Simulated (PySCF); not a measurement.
C6H10FN.
InChI=1S/C6H10FN/c1-8-4-5-2-3-6(5)7/h5-6H,1-4H2/t5-,6-/m0/s1

Method used: TDDFT CAM-B3LYP/def2-SVPD, vertical, gas phase, core orbitals frozen in the response (PySCF 2.14.0, density-fitted response routines). Isolated species at its GFN2-xTB geometry (one conformer only). Torsions of this conformer, `[CH2:1]=[N:2][CH2:3][C@@H:4]1[CH2:5][CH2:6][C@@H:7]1[F:8]`: C1–N2–C3–C4 125°, N2–C3–C4–C5 41°.

Computed states:

```tsv
state	E (eV)	f
S1	4.93	0.0015
S2	7.35	0.052
S3	7.50	0.116
S4	7.75	0.0042
S5	8.02	0.013
S6	8.07	0.030
S7	8.11	0.041
S8	8.19	0.021
```

Each state is given a Gaussian of 0.4 eV full width at half maximum, with ε(max) = 2.175×10⁸ f / Δν̃ (Δν̃ the width in cm⁻¹). The width is an assumption, not a result. The curve ends short of the highest state used, and states not computed would add to its high-energy end.

**Question.** What does the envelope look like, and where are its maxima?

**Answer.** 
```json
{"E (eV)": "4.33", "ε (L mol⁻¹ cm⁻¹)": "0"}
{"E (eV)": "4.41", "ε (L mol⁻¹ cm⁻¹)": "1"}
{"E (eV)": "4.48", "ε (L mol⁻¹ cm⁻¹)": "3"}
{"E (eV)": "4.56", "ε (L mol⁻¹ cm⁻¹)": "9"}
{"E (eV)": "4.64", "ε (L mol⁻¹ cm⁻¹)": "24"}
{"E (eV)": "4.71", "ε (L mol⁻¹ cm⁻¹)": "44"}
{"E (eV)": "4.79", "ε (L mol⁻¹ cm⁻¹)": "73"}
{"E (eV)": "4.86", "ε (L mol⁻¹ cm⁻¹)": "95"}
{"E (eV)": "4.94", "ε (L mol⁻¹ cm⁻¹)": "104"}
{"E (eV)": "5.01", "ε (L mol⁻¹ cm⁻¹)": "94"}
{"E (eV)": "5.09", "ε (L mol⁻¹ cm⁻¹)": "68"}
{"E (eV)": "5.17", "ε (L mol⁻¹ cm⁻¹)": "39"}
{"E (eV)": "5.24", "ε (L mol⁻¹ cm⁻¹)": "20"}
{"E (eV)": "5.32", "ε (L mol⁻¹ cm⁻¹)": "8"}
{"E (eV)": "5.39", "ε (L mol⁻¹ cm⁻¹)": "3"}
{"E (eV)": "5.47", "ε (L mol⁻¹ cm⁻¹)": "1"}
{"E (eV)": "5.54", "ε (L mol⁻¹ cm⁻¹)": "0"}
{"E (eV)": "5.62", "ε (L mol⁻¹ cm⁻¹)": "0"}
{"E (eV)": "5.70", "ε (L mol⁻¹ cm⁻¹)": "0"}
{"E (eV)": "5.77", "ε (L mol⁻¹ cm⁻¹)": "0"}
{"E (eV)": "5.85", "ε (L mol⁻¹ cm⁻¹)": "0"}
{"E (eV)": "5.92", "ε (L mol⁻¹ cm⁻¹)": "0"}
{"E (eV)": "6.00", "ε (L mol⁻¹ cm⁻¹)": "0"}
{"E (eV)": "6.07", "ε (L mol⁻¹ cm⁻¹)": "0"}
{"E (eV)": "6.15", "ε (L mol⁻¹ cm⁻¹)": "0"}
{"E (eV)": "6.23", "ε (L mol⁻¹ cm⁻¹)": "0"}
{"E (eV)": "6.30", "ε (L mol⁻¹ cm⁻¹)": "0"}
{"E (eV)": "6.38", "ε (L mol⁻¹ cm⁻¹)": "0"}
{"E (eV)": "6.45", "ε (L mol⁻¹ cm⁻¹)": "0"}
{"E (eV)": "6.53", "ε (L mol⁻¹ cm⁻¹)": "0"}
{"E (eV)": "6.60", "ε (L mol⁻¹ cm⁻¹)": "0"}
{"E (eV)": "6.68", "ε (L mol⁻¹ cm⁻¹)": "1"}
{"E (eV)": "6.76", "ε (L mol⁻¹ cm⁻¹)": "9"}
{"E (eV)": "6.83", "ε (L mol⁻¹ cm⁻¹)": "35"}
{"E (eV)": "6.91", "ε (L mol⁻¹ cm⁻¹)": "138"}
{"E (eV)": "6.98", "ε (L mol⁻¹ cm⁻¹)": "392"}
{"E (eV)": "7.06", "ε (L mol⁻¹ cm⁻¹)": "1070"}
{"E (eV)": "7.13", "ε (L mol⁻¹ cm⁻¹)": "2208"}
{"E (eV)": "7.21", "ε (L mol⁻¹ cm⁻¹)": "4256"}
{"E (eV)": "7.29", "ε (L mol⁻¹ cm⁻¹)": "6863"}
{"E (eV)": "7.36", "ε (L mol⁻¹ cm⁻¹)": "9019"}
{"E (eV)": "7.44", "ε (L mol⁻¹ cm⁻¹)": "10432"}
{"E (eV)": "7.51", "ε (L mol⁻¹ cm⁻¹)": "10227"}
{"E (eV)": "7.59", "ε (L mol⁻¹ cm⁻¹)": "8473"}
```

Maxima: 251 nm (4.93 eV), ε about 100, made up of S1 (100%); 166 nm (7.47 eV), ε about 11000, made up of S2 (27%) and S3 (73%) (ε in L mol⁻¹ cm⁻¹; maxima over ε = 5, shares over 10%).

**Question.** Does any computed singlet lie in the visible range?

**Answer.** No computed singlet lies in the visible range (380 to 750 nm); the lowest, at 251 nm, stands 1.67 eV above its violet end (3.26 eV).

**Question.** Coming from long wavelengths, where does ε first pass 100 L mol⁻¹ cm⁻¹?

**Answer.** At about 254 nm (4.89 eV), 0.05 eV below S1.

**Question.** What would ε be at 7.47 eV, the highest of these maxima, with half the width (0.2 eV)?

**Answer.** About 17100 L mol⁻¹ cm⁻¹ against 10500, a factor of about 1.6; a lone state at its own centre would give exactly 2.
